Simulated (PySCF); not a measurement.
Structure problem from calculated spectra and properties.

Elements present: C, Cl, H, O and P. Monoisotopic mass: 159.9845 u.

| Quantity | Value |
| --- | --- |
| UV, first state | lowest singlet excitation: 4.32 eV (287 nm, f = 0.043) [TDDFT B3LYP/def2-SVPD] |
| UV, strongest line | among the 8 lowest singlet transitions: S7 at 5.89 eV (211 nm, f = 0.417) [TDDFT B3LYP/def2-SVPD] |
| 13C NMR | chemical shifts (computed TMS as zero) by class: 205.5 (1 C), 161.4 (1 C), 149.5 (1 C), 133.8 (1 C), 128.4 (1 C), 60.1 (1 C) ppm [GIAO PBE0/pcSseg-1] |
| Rotational structure | rotational constants A, B, C: 2.326, 0.752, 0.570 GHz [GFN2-xTB] |
| Polarisability | 116.9 au [B3LYP/def2-SVPD] |
| 1H NMR | chemical shifts (computed TMS as zero) by class: 8.92 (1 H), 7.76 (1 H), 7.70 (1 H), 4.18 (3 H) ppm [GIAO PBE0/pcSseg-1] |

Electronic properties: PySCF, gas phase, density fitting. Levels stand in brackets. One conformer (not necessarily the lowest) at the GFN2-xTB geometry, without solvent, vibrations or thermal averaging. Each NMR value is the plain mean over a class of atoms that symmetry, rotation or inversion makes alike.

**Question.** Which formula fits the mass and the elements?

**Answer.** C6H6ClOP (calculated 159.9845). No other formula that holds each of these elements comes within 0.0003 u with a fitting electron parity and a possible valence count.

**Question.** What is the compound? Reason from the data.

**Answer.** Numbering: `[CH3:1][O:2][c:3]1[cH:4][c:5]([Cl:6])[cH:7][cH:8][p:9]1`. 6 carbons fall into 6 classes; from least to most shielded: aromatic carbon bearing oxygen [C3] (205.5 ppm), aromatic CH carbon [C8] (161.4 ppm), aromatic C–Cl carbon [C5] (149.5 ppm), aromatic CH carbon [C7] (133.8 ppm), aromatic CH carbon [C4] (128.4 ppm), methoxy carbon [C1] (60.1 ppm). Hydrogen classes from least to most shielded: 1 H on an aromatic CH carbon, C8 (8.92 ppm), 1 H on an aromatic CH carbon, C7 (7.76 ppm), 1 H on an aromatic CH carbon, C4 (7.70 ppm), 3 H on a methoxy carbon, C1 (4.18 ppm, a mean of values up to 0.5 ppm apart in this geometry). The optimised geometry has point group Cs and is an asymmetric top. Structure: `COc1cc(Cl)ccp1`. Computed isomers that give other values at the same levels: `Clc1pcoc1C1CC1` (13C chemical shifts (computed TMS as zero) by class: 183.8 (1 C), 167.6 (1 C), 142.6 (1 C), 12.1 (1 C), 10.9 (2 C) ppm). The assignments are read from this structure; whether some other isomer fits the data as well wasn't checked.

Shape of the structure used: `[CH3:1][O:2][c:3]1[cH:4][c:5]([Cl:6])[cH:7][cH:8][p:9]1`: C1–O2–C3–C4 180°.
